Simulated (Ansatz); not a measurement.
Wavefunction ladder for CH5BrOSi2 (`[SiH3][Si@H]1O[C@@H]1Br`)

```xyz
10

Si   -1.645   -0.213    0.952
Si    0.430   -0.574   -0.046
O     0.547   -0.113   -1.670
C     1.359    0.743   -0.884
Br    3.259    0.572   -1.207
H    -2.612   -1.248    0.502
H    -1.491   -0.294    2.428
H    -2.125    1.136    0.563
H     1.177   -1.803    0.307
H     1.100    1.795   -0.944
```

The species carries charge 0 and has multiplicity 1. Correlated methods include outer-core shells of Br, which these sets cover unevenly. Scalar relativity is left out up to krypton. All single points use the PBE0-D4/def2-TZVP geometry. Frozen core, restricted reference, Ansatz 0.2.0.

| basis | HF (Eh) | MP2 corr. | CCSD corr. | (T) | CCSD(T) total |
| --- | --- | --- | --- | --- | --- |
| def2-SVP | -3265.28934 | -0.74577 | -0.79055 | -0.02384 | -3266.10373 |
| def2-TZVPP | -3265.95897 | -0.91939 | -0.96096 | -0.03985 | -3266.95978 |
| def2-QZVPP | -3266.03185 | -1.28463 | – | – | – |
